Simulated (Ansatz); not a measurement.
This geometry of FH3OSi + H2Se (9 atoms, charge 0, multiplicity 1) is a first-order saddle point.

All numbers below come from Ansatz, RKS BLYP-D4/def2-SVP.

```xyz
9
Properties=species:S:1:pos:R:3
Si -0.731 0.200 -0.189
F 1.122 0.685 -0.681
H -1.143 0.286 -1.621
H -1.771 -0.552 0.583
O -0.708 1.574 0.781
H 1.457 -0.488 -0.524
Se 0.774 -2.015 -0.183
H 0.008 2.197 0.548
H 0.992 -1.887 1.285
```

Which two structures does it join? (They come from a converged band through this point; their orientation in space is the band's.)

Bonds broken: Si1–F2, H6–Se7. Bonds formed: Si1–Se7, F2–H6. FH3OSi + H2Se becomes FH + H4OSeSi.

Image 0:

```xyz
9
Properties=species:S:1:pos:R:3
Si -0.605 0.743 0.037
F 1.042 0.813 0.075
H -0.973 0.375 -1.365
H -1.074 -0.210 1.076
O -1.234 2.227 0.476
H 1.769 -1.380 -0.479
Se 1.074 -2.692 -0.569
H -1.118 2.954 -0.164
H 1.119 -2.831 0.913
```

Image 10:

```xyz
9
Properties=species:S:1:pos:R:3
Si -1.109 -0.067 -0.065
F 1.885 1.095 -0.640
H -1.493 0.105 -1.504
H -2.257 -0.539 0.761
O -0.477 1.276 0.684
H 1.753 0.140 -0.562
Se 0.530 -1.766 -0.229
H 0.403 1.531 0.312
H 0.766 -1.775 1.242
```

How far does it lie above each of them?

1.49 eV above the first and 1.00 eV above the second. This is the barrier of this one path; another mechanism may lie lower. The orbitals stay closed-shell, which can raise the energy where a bond breaks towards radicals; this wasn't checked here.

The run took 6.3 min on 2 threads of Intel(R) Xeon(R) Platinum 8259CL CPU @ 2.50GHz (Skylake/Cascade Lake), on a shared host, peak memory 0.19 GiB.
